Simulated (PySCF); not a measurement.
## Level sweep

C₄H₉BS.
Atom-mapped SMILES: `[CH:1]#[C:2][BH2-:3][S+:4]([CH3:5])[CH3:6]` (hydrogens: H7 on C1; H8, H9 on B3; H10, H11, H12 on C5; H13, H14, H15 on C6)

PySCF, dipoles from the SCF density, polarisabilities from static response with core orbitals frozen. Geometry: PBE0-D3(BJ)/def2-SVP, one conformer, isolated molecule.

Compare the levels for these properties.

```csv
level,μ (D),α (au),anisotropy (au)
LDA/def2-SVPD,4.570,90.41,16.58
PBE/def2-SVPD,4.593,88.98,16.39
B3LYP/def2-SVPD,4.670,86.59,14.84
PBE0/def2-SVPD,4.692,85.78,14.76
BHandHLYP/def2-SVPD,4.759,83.67,13.44
CAM-B3LYP/def2-SVPD,4.729,85.00,13.68
wB97X-D/def2-SVPD,4.747,85.13,13.69
LC-wPBE/def2-SVPD,4.789,82.60,12.94
HF/def2-SVPD,4.899,81.08,12.15
PBE0/6-31G*,4.721,70.82,16.64
PBE0/6-31+G*,4.885,80.18,16.63
PBE0/def2-SVP,4.826,73.07,13.03
PBE0/aug-cc-pVDZ,4.686,87.58,14.90
PBE0/def2-TZVP,4.728,83.25,14.95
```

The anisotropy is √(½[(α1 − α2)² + (α2 − α3)² + (α3 − α1)²]). The dipole runs from 4.57 D (LDA/def2-SVPD) to 4.90 D (HF/def2-SVPD). No reference polarisability is at hand; against PBE0 in the largest diffuse basis at hand (aug-cc-pVDZ) the other PBE0 rows deviate by 6-31G* -19%, 6-31+G* -8%, def2-SVP -17%, def2-SVPD -2%, def2-TZVP -5%. In one basis (def2-SVPD) the functionals order the polarisability from HF (lowest) to LDA (highest), a spread of 12%. With PBE0 the polarisability is 75.72 au without diffuse functions (mean of 6-31G*, def2-SVP and def2-TZVP) and 84.51 au with them (mean of 6-31+G*, def2-SVPD and aug-cc-pVDZ).
